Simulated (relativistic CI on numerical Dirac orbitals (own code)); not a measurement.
## Energy levels of W39+

These numbers are calculated, not measured: Dirac-Coulomb-Breit CI, orbitals from a KLI potential per configuration, model QED, unscaled Slater integrals (own radial code, finite nucleus).

CI space (outside the closed core [Ar] 3d10): 4s²4p⁵, 4s4p⁶, 4s²4p⁴4d, 4s4p⁵4d, 4s²4p⁴4f, 4s4p⁵4f, 4p⁶4d, 4s4p⁴4d², 4s²4p³4d4f, 4p⁶4f, 4p⁵4d4f, 4p⁵4d², 4p⁴4d³, 4p⁴4d²4f. Double excitations out of closed p, d and f shells are left out; levels of such configurations are missing from the list, as are those of other unlisted configurations, and high levels can miss mixing partners.

The lowest level is 4s²4p⁵ ²P°3/2, with 100 % of that term; Hund's rules for 4s²4p⁵ give ²P° with J = 3/2, in agreement.

```tsv
No.	Configuration	Term	J	E (cm⁻¹)	%	Landé g	Lifetime (s)
1	4s²4p⁵	²P°	3/2	0	100	1.329	
2	4s²4p⁵	²P°	1/2	748464	99	0.659	1.30e-07
3	4p⁴(3P)4d	⁴D	3/2	1189725	37	1.181	4.06e-10
4	4p⁴(3P)4d	⁴P	1/2	1207739	46	1.656	6.90e-11
5	4p⁴(3P)4d	⁴D	5/2	1208749	43	1.215	6.20e-10
6	4p⁴(3P)4d	²F	7/2	1231274	32	1.128	4.55e-03
7	4p⁴(1S)4d	²D	3/2	1302444	62	0.860	6.84e-09
8	4p⁴(3P)4d	²F	7/2	1355181	47	1.247	2.33e-05
9	4p⁴(3P)4d	²P	1/2	1357058	47	1.305	1.00e-10
10	4p⁴(3P)4d	⁴F	9/2	1367471	69	1.262	3.39e-05
11	4p⁴(1S)4d	²D	5/2	1472544	51	1.218	3.38e-10
12	4p⁴(1D)4d	²D	3/2	1511691	36	1.167	2.23e-12
13	4p⁴(3P)4d	²D	5/2	1538805	43	1.143	1.71e-12
14	4s4p⁶	²S	1/2	1609675	67	1.984	1.67e-12
15	4p⁴(3P)4d	⁴D	1/2	1895155	79	0.201	1.20e-10
16	4p⁴(3P)4d	⁴D	3/2	1934197	34	0.974	5.49e-10
17	4p⁴(3P)4d	⁴F	5/2	1970542	45	0.990	2.65e-11
18	4p⁴(1D)4d	²G	7/2	1980428	59	1.004	2.57e-07
19	4p⁴(3P)4d	⁴D	7/2	2080550	42	1.296	1.38e-07
20	4p⁴(1D)4d	²P	3/2	2106301	51	1.396	7.38e-12
21	4p⁴(3P)4d	²F	5/2	2126861	46	1.135	4.14e-11
22	4p⁴(1D)4d	²S	1/2	2131167	44	1.826	3.61e-13
23	4p⁴(1D)4d	²D	5/2	2132308	59	1.228	5.20e-13
24	4p⁴(1D)4d	²G	9/2	2134365	69	1.174	2.44e-07
25	4p⁴(3P)4d	²P	3/2	2135222	54	1.131	5.06e-13
26	4p⁴(3P)4d	²D	5/2	2154191	53	1.165	2.77e-12
27	4p⁴(1D)4d	²F	7/2	2186434	76	1.144	2.07e-07
28	4p⁴(3P)4d	²D	3/2	2312283	67	0.831	1.18e-12
29	4p⁴(3P)4d	²P	1/2	2369896	73	1.003	6.55e-13
30	4s4p⁵4d	⁴F°	5/2	2766717	25	1.087	1.35e-11
31	4s4p⁵4d	⁴P°	1/2	2771355	86	2.307	2.42e-12
32	4s4p⁵4d	⁴D°	3/2	2778357	30	1.138	5.82e-12
33	4s4p⁵4d	⁴F°	7/2	2780829	41	1.213	8.90e-12
34	4s4p⁵4d	⁴P°	3/2	2844474	44	1.192	2.35e-12
35	4p⁴(3P)4f	⁴D°	1/2	2848479	36	0.460	4.81e-12
36	4s4p⁵4d	⁴F°	9/2	2859452	46	1.284	9.72e-12
37	4p⁴(1S)4d	²D	3/2	2861784	59	0.824	5.43e-13
38	4s4p⁵4d	⁴D°	5/2	2864566	28	1.126	2.65e-12
39	4p⁴(1S)4d	²D	5/2	2915020	42	1.187	6.71e-10
40	4p⁴(3P)4f	²G°	9/2	2933554	47	1.056	2.22e-12
41	4p⁴(1D)4f	²P°	3/2	2946177	30	1.143	5.32e-12
42	4p⁴(3P)4f	⁴G°	11/2	2951888	68	1.212	2.60e-12
43	4p⁴(3P)4f	⁴F°	7/2	2958607	23	1.135	1.21e-12
44	4s4p⁵4d	⁴P°	5/2	2964892	24	1.236	1.64e-12
45	4s4p⁵4d	²F°	7/2	2979472	27	1.245	4.49e-12
```

Energies count from the lowest computed level; ° marks odd parity; lifetimes are radiative, by E1, M1, E2, M2, E3 decay to levels of this space only. Percentages are summed over parent terms; the parents shown are those of the largest component, closed shells are left out there.

The mean weight of the leading LS term, summed over parents, in these 45 levels is 51 %, and that of the leading jj configuration (from the same eigenvectors) 83 %, so jj coupling describes them better and the LS labels are nominal.

At this charge energies of transitions that change n are usually good to better than 1 %, and those within a shell (Δn = 0) to a few per cent.

LS names give the leading component of a level, which can be under half, so a name can repeat, a term be missing and a line seem to break the LS rules.
